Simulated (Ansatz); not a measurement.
Reaction (ligand exchange at the Al–F bond): `C[N](C)[AlH][F]` + H₂S → `C[N](C)[AlH][SH]` + H–F

Program: Ansatz. Geometries: PBE0-D4/def2-TZVP. ΔE: electronic, gas phase. CBS: MP2 limit from def2 TZ/QZ plus the TZ coupled-cluster correction, frozen cores. This one scheme is used for every species. DFT in def2-TZVPP. B3LYP here is the variant with VWN-RPA as its local correlation; programs differ in this. HSE06 is defined as in plane-wave codes. One conformer a species, not always the lowest.

```csv
level,ΔE (kJ/mol),difference from CCSD(T)/CBS
LDA (SPW92),67.3,-5.6
PBE-D4,66.8,-6.1
revPBE-D4,64.6,-8.3
BLYP-D4,80.8,7.9
B97M-V,79.8,6.9
PBE0-D4,65.8,-7.1
B3LYP-D4,79.7,6.8
r2SCANh-D4,75.0,2.1
r2SCAN0-D4,73.5,0.6
HSE06-D4,65.2,-7.7
BHLYP-D4,80.8,7.9
CAM-B3LYP-D4,85.7,12.8
B2PLYP,83.3,10.4
PBE-QIDH,70.1,-2.8
PBE,71.6,-1.3
revPBE,73.1,0.2
BLYP,90.0,17.1
r2SCAN,77.6,4.7
PBE0,70.2,-2.7
B3LYP,87.4,14.5
r2SCANh,76.6,3.7
r2SCAN0,75.3,2.4
HSE06,69.5,-3.4
BHLYP,88.2,15.3
CAM-B3LYP,90.4,17.5
LC-ωPBE,78.7,5.8
HF/def2-SVP,92.1,19.2
MP2/def2-SVP,85.5,12.6
CCSD/def2-SVP,89.0,16.1
CCSD(T)/def2-SVP,86.6,13.7
HF/def2-TZVPP,90.8,17.9
MP2/def2-TZVPP,72.4,-0.5
SCS-MP2/def2-TZVPP,79.5,6.6
CCSD(T)/def2-TZVPP,75.0,2.1
HF/def2-QZVPP,93.5,20.6
MP2/def2-QZVPP,72.1,-0.8
SCS-MP2/def2-QZVPP,79.0,6.1
HF/CBS(def2),93.9,21.0
MP2/CBS(def2),70.3,-2.6
CCSD/CBS(def2),76.7,3.8
CCSD(T)/CBS,72.9,0
```

Largest T1 diagnostic among the species: 0.012.

The D4 term adds −7.7 kJ/mol with B3LYP and −4.4 kJ/mol with PBE0; it sums over pairs of atoms, weighted by their polarisabilities, and B3LYP, whose exchange is more repulsive, gets the larger term. At CCSD(T), def2-SVP lies +13.7 kJ/mol from the extrapolated value and def2-TZVPP +2.1 kJ/mol.
